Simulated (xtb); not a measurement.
BeF2, charge -1, doublet, at a GFN2-xTB geometry (such geometries of metal compounds can be far from the true shape) (a state made from the parent by changing its charge; the spin is typed, not shown lowest); GFN0-xTB with ALPB(cs2) run with xtb 6.7.1.

xtb was given this input:
```
$ xtb mol.xyz --gfn 0 --chrg -1 --uhf 1 --alpb cs2 --json

# file mol.xyz
3

Be    -0.26584289     0.31847142    -0.60610142
F      1.28442678    -0.09003241    -0.41288386
F     -1.16627438    -0.05151045     0.68226227
```

Output, abridged:

```
   ID    Z sym.   atoms
    1    4 Be     1
    2    9 F      2, 3

           -------------------------------------------------
          |                Calculation Setup                |
           -------------------------------------------------

           -------------------------------------------------
          |                 G F N 0 - x T B                 |
           -------------------------------------------------

      * Solvation model:               ALPB
        Solvent                        cs2
        Parameter file                 internal GFN-FF/ALPB
        Dielectric constant                2.6400E+00
        Reference state                gsolv [1 M gas/solution]
        Free energy shift                  4.5141E-03 Eh       2.8326E+00 kcal/mol
        Temperature                        2.9815E+02 K
        Density                            1.2600E+00 kg/L
        Solvent mass                       7.6140E+01 g/mol
        Interaction kernel             P16
        Born radius scaling (c1)           1.2853E+00
        Born radii integrator          GBOBC
        Born offset                        0.0000E+00 a0       0.0000E+00 AA
        H-bond correction              false
        Ion screening                  false
        Surface tension                    1.0000E-05 Eh       1.5569E+01 dyn/cm
        Grid points                               230 per atom

          ...................................................
          :                      SETUP                      :
          :.................................................:
          :  # basis functions                  12          :
          :  # atomic orbitals                  12          :
          :  # shells                            6          :
          :  # electrons                        17          :
          :  electronic temp.          300.0000000     K    :
          :  accuracy                    1.0000000          :
          :  -> integral cutoff          0.2500000E+02      :
          :  -> integral neglect         0.1000000E-07      :
          ...................................................

         :::::::::::::::::::::::::::::::::::::::::::::::::::::
         ::                     SUMMARY                     ::
         :::::::::::::::::::::::::::::::::::::::::::::::::::::
         :: total energy             -10.021443951928 Eh    ::
         :: total w/o Gsasa/hb       -10.009094922885 Eh    ::
         :: gradient norm              0.025256902511 Eh/a0 ::
         :: HOMO-LUMO gap              4.245383618240 eV    ::
         ::.................................................::
         :: H0 energy                 -8.795845223091 Eh    ::
         :: repulsion energy           0.007720566665 Eh    ::
         :: electrostat energy        -1.232982373436 Eh    ::
         :: -> Gsolv                   0.000000000000 Eh    ::
         ::    -> Gsasa               -0.016863093445 Eh    ::
         ::    -> Gshift               0.004514064402 Eh    ::
         :: dispersion energy         -0.000336922065 Eh    ::
         :: short-range corr.          0.000000000000 Eh    ::
         :: add. restraining           0.000000000000 Eh    ::
         :: total charge              -1.000000000000 e     ::
         :::::::::::::::::::::::::::::::::::::::::::::::::::::

           -------------------------------------------------
          |                Property Printout                |
           -------------------------------------------------

    * Orbital Energies and Occupations

         #    Occupation            Energy/Eh            Energy/eV
      -------------------------------------------------------------
         1        2.0000           -0.8075366             -21.9742
         2        2.0000           -0.8008619             -21.7926
         3        2.0000           -0.4441399             -12.0857
         4        2.0000           -0.4425999             -12.0438
         5        2.0000           -0.4419661             -12.0265
         6        2.0000           -0.4416020             -12.0166
         7        2.0000           -0.4398272             -11.9683
         8        2.0000           -0.4390637             -11.9475
         9        1.0000           -0.2806506              -7.6369 (HOMO)
        10                         -0.1246357              -3.3915 (LUMO)
        11                          0.2035182               5.5380
        12                          0.3319810               9.0337
      -------------------------------------------------------------
                  HL-Gap            0.1560150 Eh            4.2454 eV
             Fermi-level            0.0000000 Eh            0.0000 eV

     #   Z          covCN         q      C6AA      α(0)
     1   4 Be       1.327    -0.157    83.977    23.035
     2   9 F        0.663    -0.421    13.861     4.291
     3   9 F        0.663    -0.421    13.861     4.291

 Mol. C6AA /au·bohr⁶  :        245.545992
 Mol. C8AA /au·bohr⁸  :       7620.589865
 Mol. α(0) /au        :         31.617078

Wiberg/Mayer (AO) data.
largest (>0.10) Wiberg bond orders for each atom

 ---------------------------------------------------------------------------
     #   Z sym  total        # sym  WBO       # sym  WBO       # sym  WBO
 ---------------------------------------------------------------------------
     1   4 Be   1.151 --     3 F    0.576     2 F    0.576
     2   9 F    0.580 --     1 Be   0.576
     3   9 F    0.580 --     1 Be   0.576
 ---------------------------------------------------------------------------

Topologies differ in total number of bonds
Writing topology from bond orders to xtbtopo.mol

 dipole moment from electron density (au)
     X       Y       Z
  -0.1282   0.1536  -0.2922  total (Debye):    0.900

           -------------------------------------------------
          | TOTAL ENERGY              -10.021443951928 Eh   |
          | GRADIENT NORM               0.025256902511 Eh/α |
          | HOMO-LUMO GAP               4.245383618240 eV   |
           -------------------------------------------------

normal termination of xtb
```
